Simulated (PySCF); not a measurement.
# Excitation energy of Se+ by level of theory

Se+ [Ar] 3d10 4s2 4p3 (4S) → Se+ [Ar] 3d10 4s1 4p3 5s1 (6S), as a difference of total energies. Computed with PySCF 2.14 in aug-cc-pwCVDZ-PP with ECP10MDF, with a scalar-relativistic core potential. Correlated levels: valence and next inner shell: nothing frozen outside the core potential. The calculations carry no spin-orbit coupling.

```json
{"method": "UHF", "excitation energy (cm⁻¹)": "145170"}
{"method": "MP2 (valence and next inner shell)", "excitation energy (cm⁻¹)": "157980"}
{"method": "SCS-MP2 (valence and next inner shell)", "excitation energy (cm⁻¹)": "160220"}
{"method": "CCSD (valence and next inner shell)", "excitation energy (cm⁻¹)": "157850"}
{"method": "CCSD(T) (valence and next inner shell)", "excitation energy (cm⁻¹)": "158280"}
```

The promoted electron is Rydberg-like, and one or two diffuse shells describe it only roughly, which tends to raise the upper state.
